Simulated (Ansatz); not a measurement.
Basis-set extrapolation for C₂H₄BN, SMILES `BN=C=C` (PBE0-D4/def2-TZVP geometry, frozen core, Ansatz 0.2.0). Multiplicity 1, RHF reference.

```tsv
	def2-TZVPP	def2-QZVPP
HF	-157.229216	-157.236216
MP2 correlation	-0.605970	-0.645837
CCSD(T) correlation	-0.662661	not run
```

Energies in hartree. Use E(X) = E(∞) + A·exp(−7.88·√X) for Hartree–Fock and E(X) = E(∞) + B·X^(−2.97) for correlation, with X = 3 and 4, and add CCSD(T) minus MP2 of the smaller set to the MP2 limit.

**Question.** What is the CCSD(T) energy at the basis-set limit?

**Answer.** HF limit: -157.236216 + (-0.007000) × 0.13774 = -157.23718. MP2 limit: -0.645837 + (-0.039867) × 0.74074 = -0.67537. Higher-order term: -0.662661 − (-0.605970) = -0.05669. Total: -157.96924 hartree, 2.11 eV below CCSD(T)/def2-TZVPP.
